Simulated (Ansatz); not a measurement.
`C[SiH2][O][GeH3]` + `SS` → `C[SiH2]SS` + `[OH][GeH3]` at 600 K and 1 bar (ligand exchange at the Si–O bond).

Calculated with Ansatz (gas phase, PBE0-D4/def2-TZVP geometries, no zero-point term in ΔE). CBS: MP2 limit from def2 TZ/QZ plus the TZ coupled-cluster correction, frozen cores. This one scheme is used for every species. For Ge outer-core shells are correlated without core-valence functions, which leaves a few kJ/mol of doubt a bond. Scalar relativity is left out up to krypton. Each species was taken in one conformer, which may not be the lowest.

```csv
species,CCSD(T)/CBS energy (Eh),H − E (kJ/mol),S (J/(mol·K))
`C[SiH2][O][GeH3]`,-2483.29571,283.3,484.4
`SS`,-796.74576,76.7,289.3
`C[SiH2]SS`,-1126.32699,233.0,442.3
`[OH][GeH3]`,-2153.69723,132.5,324.6
```

H − E and S are ideal-gas, rigid-rotor, harmonic terms from PBE0-D4/def2-TZVP, for one conformer and one mirror image of each species. 1 Eh = 2625.50 kJ/mol, R = 8.31446 J/(mol·K).

Q: By hand: ΔE, ΔH, ΔS and ΔG.

A: ΔE = (-1126.32699) + (-2153.69723) − (-2483.29571) − (-796.74576) = 0.01725 Eh = 45.3 kJ/mol. Δ(H − E) = 233.0 + 132.5 − 283.3 − 76.7 = 5.5, so ΔH = 50.8 kJ/mol. ΔS = 442.3 + 324.6 − 484.4 − 289.3 = -6.8 J/(mol·K). ΔG = 50.8 − 600 × (-6.8)/1000 = 54.9 kJ/mol.

Q: By hand: the equilibrium constant, and the temperature at which ΔG would vanish if ΔH and ΔS stayed fixed.

A: log₁₀ K = −ΔG/(RT ln 10) = -4.8. ΔH and −TΔS have one sign here, so there is no such temperature.

The number of gas molecules stays the same, so ΔS is small and ΔH decides. A doubt of 5 kJ/mol in ΔE shifts log₁₀ K by 0.4 here. Other conformers and mirror images would add mixing entropy, several J/(mol·K) or more a flexible species. Modes under 60 cm⁻¹, often nearly free rotors, make the harmonic entropy too high. These are equilibria of isolated gas molecules and say nothing of rates. Largest T1 diagnostic: 0.011 (customary marks: 0.02 for closed shells, 0.045 for open ones).

ΔS is within the doubt of such terms, so its sign, and with it that verdict, could turn.
